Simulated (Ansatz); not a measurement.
One geometry of CuNOH4⁺, that is Cu(NH3)(OH) with one electron fewer, several levels of theory.

```yaml
crystal:
  periodic: [false, false, false]
  atoms:
    - {symbol: Cu, position_ang: [-0.033022, 0.060314, -0.689315]}
    - {symbol: N, position_ang: [-0.062211, 0.089116, 1.218326]}
    - {symbol: H, position_ang: [-0.492188, 0.945951, 1.561151]}
    - {symbol: H, position_ang: [0.875496, 0.042281, 1.610421]}
    - {symbol: H, position_ang: [-0.593154, -0.690600, 1.599727]}
    - {symbol: O, position_ang: [-0.078847, 0.152486, -2.457399]}
    - {symbol: H, position_ang: [0.383926, -0.599558, -2.842901]}
basis:
  gaussian: {orbitals: def2-TZVPP, initial_orbitals: start.molden}
total_charge: 1
magnetization: {spin_polarized: true, initial_magnetization: 1}
correlation: {method: ccsd_t, frozen_orbitals: {Cu: 9, H: 0, "N": 1, O: 1}}
scf: {omitted_lower_state_checks: [starts, cluster_reference]}
output: {orbitals: {seedname: orbitals}}
```

The file start.molden holds the orbitals of an earlier run on this structure, at another level or in another basis.

```sh
$ ansatz run in.yaml --threads 4 --pin off --events-out ev --progress --plain --max-ram 3916MiB
```

Shortened log:

```
Functional definition: HF
1149 factors; integrals over basis functions are off by at most 1.7e-3 eV
mean field evaluation 1: about -48173.9012 eV, gradient 2.1e1 eV
mean field evaluation 2: about -48175.1994 eV, gradient 5.5e0 eV
mean field evaluation 4: about -48175.3086 eV, gradient 1.8e-1 eV
mean field evaluation 8: about -48175.3091 eV, gradient 2.4e-6 eV
mean field -48175.30911907 eV, -1770.4099557284 hartree, gradient 2.4e-6 eV, S^2 0.760205; 0 other end points of the search recorded, 0 dependent functions left out
11 core orbitals not correlated: weight in the atoms' cores, before any rotation towards them, 1.000 or more for the frozen orbitals, at most 0.000 for the correlated occupied ones
reference -48175.30911907 eV, -1770.4099557284 hartree; 13, 12 occupied and 158, 159 virtual orbitals, 1149 factors
second order -25.81283654 eV of doubles, -0.00000000 eV of singles
cycle   1  -23.11580253 eV  change     2.7e0 eV  update   2.2e-1
cycle   2  -24.23834525 eV  change    -1.1e0 eV  update   1.5e-1
cycle   3  -24.47045647 eV  change   -2.3e-1 eV  update   5.5e-2
cycle   4  -24.54067704 eV  change   -7.0e-2 eV  update   3.9e-2
cycle   5  -24.54397328 eV  change   -3.3e-3 eV  update   2.8e-2
cycle   6  -24.59772228 eV  change   -5.4e-2 eV  update   2.0e-2
cycle   7  -24.63640294 eV  change   -3.9e-2 eV  update   1.2e-2
cycle   8  -24.64879092 eV  change   -1.2e-2 eV  update   7.0e-3
cycle   9  -24.65892291 eV  change   -1.0e-2 eV  update   2.4e-3
cycle  10  -24.66415051 eV  change   -5.2e-3 eV  update   1.4e-3
cycle  11  -24.66178865 eV  change    2.4e-3 eV  update   4.9e-4
cycle  12  -24.66076167 eV  change    1.0e-3 eV  update   2.7e-4
cycle  13  -24.66165434 eV  change   -8.9e-4 eV  update   1.1e-4
cycle  14  -24.66144383 eV  change    2.1e-4 eV  update   6.8e-5
cycle  15  -24.66144695 eV  change   -3.1e-6 eV  update   3.2e-5
cycle  16  -24.66153058 eV  change   -8.4e-5 eV  update   2.0e-5
cycle  17  -24.66151399 eV  change    1.7e-5 eV  update   1.3e-5
cycle  18  -24.66148671 eV  change    2.7e-5 eV  update   6.6e-6
cycle  19  -24.66148911 eV  change   -2.4e-6 eV  update   4.8e-6
perturbative correction -0.98638044 eV, -0.0362488125 hartree
Total energy: -48200.95698861 eV, -1771.3524975495 hartree
Checks for a lower state left out: starts, cluster_reference
```

Hardware: 4 threads of AMD EPYC 9B14 on a shared host. Wall time 4.2 min, peak host memory 2.3 GiB.

As the first input, with `gaussian: {orbitals: def2-TZVP, initial_orbitals: start.molden}`, `hamiltonian: {xc: pbe0, dispersion: d4}`, `scf: {omitted_lower_state_checks: [starts]}` and without the key `correlation` (abridged; 2.9 s):

```
Functional definition: PBE0
mean field -48227.33864190 eV, -1772.3220054255 hartree, gradient 4.4e-6 eV, S^2 0.758354
Total energy: -48227.39867496 eV, -1772.3242116000 hartree
Checks for a lower state left out: starts
```

First input, but with `gaussian: {orbitals: def2-TZVP, initial_orbitals: start.molden}`, `hamiltonian: {xc: r2scan, dispersion: d4}`, `scf: {omitted_lower_state_checks: [starts]}` and without the key `correlation` (abridged; 2.5 s):

```
Functional definition: r2SCAN
mean field -48236.00902915 eV, -1772.6406362802 hartree, gradient 1.0e-5 eV, S^2 0.756376
Total energy: -48236.02591250 eV, -1772.6412567316 hartree
Checks for a lower state left out: starts
```

First input, but with `gaussian: {orbitals: def2-TZVP, initial_orbitals: start.molden}`, `hamiltonian: {xc: pbe, dispersion: d4}`, `scf: {omitted_lower_state_checks: [starts]}` and without the key `correlation` (abridged; 1.1 s):

```
Functional definition: PBE
mean field -48227.56061084 eV, -1772.3301626338 hartree, gradient 7.0e-6 eV, S^2 0.752884
Total energy: -48227.63248022 eV, -1772.3328037847 hartree
Checks for a lower state left out: starts
```

Geometry: r2SCAN-D4/def2-TZVP, that of the neutral singlet.

Correlated methods freeze 11 core orbitals. At CCSD(T)/def2-TZVPP T1 of the charge 1 doublet is large (up to 0.055), so the single-reference result is doubtful.
